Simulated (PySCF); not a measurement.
A series of related molecules

The calculation used TDDFT CAM-B3LYP/def2-SVPD circular dichroism and optical rotation, one conformer, gas phase in PySCF 2.14.0. Geometry: GFN2-xTB.

Each molecule in one low-energy conformer. The parent is F[C@@H]1C[CH2][Ge@@H]1[F].

The calculation is non-relativistic, which matters for the atoms heavier than Zn.

Problem. How does the specific rotation at 589.3 nm (origin-invariant length gauge) change along this series?
- F[C@@H]1C[CH2][Ge@@H]1[F] (base)
- F[C@H]1C[CH2][Ge@@H]1[F] (diastereomer)

Solution. 
```csv
molecule,[α]589 (deg dm⁻¹ (g/mL)⁻¹),S1 (eV),"R(S1), velocity form (10⁻⁴⁰ esu² cm²)"
F[C@@H]1C[CH2][Ge@@H]1[F],+29.0,6.27,+7.0
F[C@H]1C[CH2][Ge@@H]1[F],-39.0,6.27,-28.8
```
The specific rotation at 589.3 nm (origin-invariant length gauge) is lowest for F[C@H]1C[CH2][Ge@@H]1[F] and highest for F[C@@H]1C[CH2][Ge@@H]1[F].
